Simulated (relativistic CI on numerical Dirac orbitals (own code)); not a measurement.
Mn+ in a cubic cluster: 3s photoemission with charge transfer

Computed with a charge-transfer multiplet model of a cubic metal-ligand cluster with up to 3 ligand holes, Slater and spin-orbit integrals from Dirac-Coulomb-Breit ions, Slater integrals scaled by 0.7. The ground state mixes d6 with configurations of k ligand holes L, whose averages lie at kΔ + k(k − 1)U_dd/2; a core hole lowers each added d electron by U_cd. 300 K, Lorentzian 1.4 eV and Gaussian 0.8 eV FWHM.

Atomic integrals in eV (Slater integrals scaled, ζ unscaled), ground: F2dd 6.303, F4dd 3.879, zeta_d 0.031; with the core hole: F2dd 7.311, F4dd 4.545, zeta_d 0.039, G2cd 7.673.

Cluster parameters (eV): U_dd = 5.2, U_cd = 6.4, 10Dq = 0.45, 10Dq(ligand) = 0, V(eg) = 2.05, V(t2g) = -0.89, final-state hopping factor = 0.8.

| Case | n_d | d6 | d7L | d8L2 | d9L3 | S |
| --- | --- | --- | --- | --- | --- | --- |
| Δ = 5.3 eV | 6.16 | 0.84 | 0.15 | 0.01 | 0.00 | 2.00 |
| Δ = 6.3 eV | 6.13 | 0.87 | 0.13 | 0.00 | 0.00 | 2.00 |
| Δ = 7.3 eV | 6.11 | 0.89 | 0.10 | 0.00 | 0.00 | 2.00 |
| Δ = 8.3 eV | 6.09 | 0.91 | 0.09 | 0.00 | 0.00 | 2.00 |
| Δ = 10.3 eV | 6.07 | 0.94 | 0.06 | 0.00 | 0.00 | 2.00 |

Weights, n_d and S are thermal averages at 300 K. Binding energies count from the first peak over 30 % of the highest in each spectrum, which can be another peak from case to case. The parameters are a model scan and need not match a compound or its usual spin state. Peaks in eV (height, largest 100):
- Δ = 5.3 eV: 0.0 (100), 6.7 (46), 11.4 (18)
- Δ = 6.3 eV: 0.0 (100), 7.0 (50), 11.1 (13)
- Δ = 7.3 eV: 0.0 (100), 7.2 (53), 10.9 (10)
- Δ = 8.3 eV: 0.0 (100), 7.5 (54), 11.4 (7)
- Δ = 10.3 eV: 0.0 (100), 7.5 (51)

Curve for Δ = 8.3 eV (points under 2 left out, the grid thinned):

| E (eV) | Intensity |
| --- | --- |
| -3.6 | 4.7 |
| -3.2 | 5.8 |
| -2.8 | 7.5 |
| -2.4 | 10.0 |
| -2.0 | 13.9 |
| -1.6 | 20.8 |
| -1.2 | 33.2 |
| -0.8 | 55.1 |
| -0.4 | 83.9 |
| 0.0 | 100.0 |
| 0.4 | 86.3 |
| 0.9 | 51.2 |
| 1.3 | 31.3 |
| 1.7 | 20.4 |
| 2.1 | 14.5 |
| 2.5 | 11.3 |
| 2.9 | 9.6 |
| 3.3 | 8.9 |
| 3.7 | 9.1 |
| 4.1 | 10.2 |
| 4.5 | 11.7 |
| 4.9 | 13.7 |
| 5.3 | 16.6 |
| 5.7 | 20.2 |
| 6.1 | 24.7 |
| 6.5 | 31.9 |
| 6.9 | 42.7 |
| 7.3 | 52.4 |
| 7.7 | 51.4 |
| 8.1 | 39.2 |
| 8.5 | 25.4 |
| 8.9 | 16.2 |
| 9.3 | 11.2 |
| 9.8 | 8.2 |
| 10.2 | 7.2 |
| 10.6 | 6.8 |
| 11.0 | 6.8 |
| 11.4 | 7.0 |
| 11.8 | 6.8 |
| 12.2 | 6.3 |
| 12.6 | 5.8 |
| 13.0 | 4.9 |
| 13.4 | 3.7 |
| 13.8 | 2.7 |
| 14.2 | 2.1 |

For the case Δ = 8.3 eV, Δ = 8.3 eV is larger than U_dd = 5.2 eV, the Mott-Hubbard side of the Zaanen-Sawatzky-Allen scheme. With the core hole the configuration with one ligand hole lies at Δ − U_cd = -1.1, -0.1, 0.9, 1.9, 3.9 eV from the one without, in the order of the table; where this is negative the screened configuration lies lower, though the effective hopping of about 2.5 eV (from the holes of the mixed ground state) mixes the two strongly wherever it is as large as the gap.

Without intra-shell correlation the exchange splitting of the 3s hole comes out too large.
